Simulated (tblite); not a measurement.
Input of a run (GFN2-xTB geometry optimisation, gas phase (tblite 0.8.0)), started from a force field or distance geometry:
```
{"job": {"kind": "relax", "xc": "GFN2-xTB", "basis": "xTB"}, "charge": 0, "multiplicity": 1}
F     -2.328800     0.802500     1.498800
C     -1.950900     0.963000     0.155600
F     -3.048900     1.251800    -0.592600
Si    -1.208900    -0.662300    -0.440800
C      0.446500    -0.970800     0.367800
C      1.558000    -0.335300    -0.387900
C      2.351300     0.593500     0.193900
Cl     3.678700     1.363300    -0.643600
H     -1.186300     1.777000     0.099000
H     -1.151500    -0.689300    -1.878200
H     -2.115400    -1.744800     0.007800
H      0.624700    -2.064600     0.404400
H      0.419400    -0.528000     1.395100
H      1.758000    -0.623200    -1.437100
H      2.149600     0.875200     1.235900
```

Output (eV, eV/Å):
```
step      E/eV     max force
  0    -757.29607    1.807
  1    -757.43757    0.983
  2    -757.51299    0.724
  3    -757.55103    0.541
  4    -757.57500    0.296
  5    -757.58221    0.232
  6    -757.59103    0.217
  7    -757.59417    0.136
  8    -757.59630    0.090
  9    -757.59778    0.108
 10    -757.59937    0.136
 11    -757.60081    0.112
 12    -757.60209    0.095
 13    -757.60311    0.077
 14    -757.60392    0.068
 15    -757.60463    0.068
 16    -757.60532    0.067
 17    -757.60602    0.063
 18    -757.60670    0.062
 19    -757.60729    0.066
 20    -757.60778    0.055
 21    -757.60817    0.045
 22    -757.60848    0.041
 23    -757.60873    0.041
 24    -757.60898    0.046
 25    -757.60926    0.044
 26    -757.60959    0.055
 27    -757.60993    0.066
 28    -757.61026    0.069
 29    -757.61066    0.065
 30    -757.61117    0.070
 31    -757.61179    0.077
 32    -757.61241    0.057
 33    -757.61293    0.062
 34    -757.61340    0.067
 35    -757.61393    0.078
 36    -757.61449    0.068
 37    -757.61501    0.062
 38    -757.61548    0.066
 39    -757.61598    0.083
 40    -757.61658    0.101
 41    -757.61723    0.077
 42    -757.61778    0.053
 43    -757.61824    0.054
 44    -757.61875    0.078
 45    -757.61940    0.094
 46    -757.62003    0.066
 47    -757.62048    0.058
 48    -757.62081    0.046
 49    -757.62114    0.071
 50    -757.62159    0.078
 51    -757.62220    0.064
 52    -757.62297    0.088
 53    -757.62394    0.087
 54    -757.62519    0.130
 55    -757.62663    0.154
 56    -757.62715    0.141
 57    -757.62864    0.077
 58    -757.62930    0.067
 59    -757.63030    0.086
 60    -757.63099    0.104
 61    -757.63194    0.088
 62    -757.63263    0.063
 63    -757.63320    0.059
 64    -757.63364    0.052
 65    -757.63400    0.040
 66    -757.63419    0.023
 67    -757.63428    0.020
 68    -757.63435    0.018
 69    -757.63441    0.021
 70    -757.63447    0.018
 71    -757.63451    0.017
 72    -757.63455    0.015
 73    -757.63460    0.014
 74    -757.63465    0.020
 75    -757.63472    0.023
 76    -757.63477    0.015
 77    -757.63481    0.015
 78    -757.63486    0.016
 79    -757.63494    0.028
 80    -757.63507    0.043
 81    -757.63523    0.045
 82    -757.63538    0.030
 83    -757.63550    0.031
 84    -757.63563    0.032
 85    -757.63582    0.041
 86    -757.63608    0.050
 87    -757.63633    0.044
 88    -757.63655    0.051
 89    -757.63680    0.052
 90    -757.63715    0.058
 91    -757.63757    0.073
 92    -757.63791    0.059
 93    -757.63811    0.033
 94    -757.63824    0.028
 95    -757.63838    0.046
 96    -757.63857    0.037
 97    -757.63887    0.022
 98    -757.63893    0.045
 99    -757.63902    0.018
100    -757.63906    0.013
101    -757.63908    0.009
```

Task: Summarise the run.

Result: The energy falls by 33.1 kJ/mol over 101 L-BFGS steps, the largest force on an atom goes from 1.81 to 0.009 eV/Å, and the atoms move by 0.446 Å rms after alignment. The bond that changes most is C2–Si4 (CHF2 carbon to SiH2 silicon), which lengthens by 0.056 Å. Bonds longer at the end by more than 0.005 Å: 3 of 14; shorter: 9. Among the angles that change most is Si4–C2–H9, from 110.0° to 116.0°. Among the dihedrals that turn most is H11–Si4–C5–H13, from -84° to -54°. The energy never rose by more than 1e-5 eV on the way. The first step brought 41 % of the lowering.

Task: What are the final bond lengths?

Result: F1–C2 1.364 Å, C2–F3 1.362 Å, C2–Si4 1.939 Å, Si4–C5 1.912 Å, C5–C6 1.491 Å, C6=C7 1.323 Å, C7–Cl8 1.722 Å, C2–H9 1.099 Å, Si4–H10 1.463 Å, Si4–H11 1.461 Å, C5–H12 1.089 Å, C5–H13 1.091 Å, C6–H14 1.081 Å, C7–H15 1.079 Å. Numbering counts from 1 in the input's order; the species is `FC(F)[SiH2]C/C=C/Cl`.

Its GFN2-xTB frequencies are all real (lowest 21 cm⁻¹). One conformer, not necessarily the lowest.

All values are computed, not measured.
